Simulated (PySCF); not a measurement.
SMILES [H]/N=C(/N=C)C(C)=C=C, C6H8N2

Geometry:
| atom | x (Å) | y (Å) | z (Å) |
| --- | --- | --- | --- |
| C1 | -2.116 | 2.088 | -0.199 |
| C2 | -1.361 | 1.054 | -0.019 |
| C3 | -0.568 | 0.025 | 0.121 |
| C4 | -0.925 | -1.164 | 0.969 |
| C5 | 0.746 | 0.014 | -0.567 |
| N6 | 1.242 | 0.939 | -1.285 |
| N7 | 1.403 | -1.194 | -0.488 |
| C8 | 2.598 | -1.338 | -0.148 |
| H9 | -2.078 | 2.945 | 0.455 |
| H10 | -2.832 | 2.134 | -1.005 |
| H11 | -0.229 | -1.250 | 1.804 |
| H12 | -1.935 | -1.066 | 1.359 |
| H13 | -0.852 | -2.073 | 0.375 |
| H14 | 0.639 | 1.751 | -1.393 |
| H15 | 3.026 | -2.330 | -0.194 |
| H16 | 3.235 | -0.526 | 0.206 |

Computed, not measured: PySCF, quadratic response PBE0/aug-cc-pVDZ first hyperpolarisability, Taylor convention, gas phase. Geometry: GFN2-xTB.

(1) Give the tensor of the static β(0;0,0) in the axes of these coordinates.

Answers

(1) In au, Taylor convention; rows are the first index (the induced dipole):
|  | xx | yy | zz | xy | xz | yz |
| --- | --- | --- | --- | --- | --- | --- |
| x | -118.6 | +55.6 | -16.9 | -30.3 | +16.8 | -26.4 |
| y | -30.3 | -104.4 | +0.4 | +55.6 | -26.4 | +2.8 |
| z | +16.8 | +2.8 | +0.5 | -26.4 | -16.9 | +0.4 |

Norm of βᵢ = ⅓ Σⱼ (βᵢⱼⱼ + βⱼᵢⱼ + βⱼⱼᵢ): 157.6 au, hyper-Rayleigh value 77.3 au.
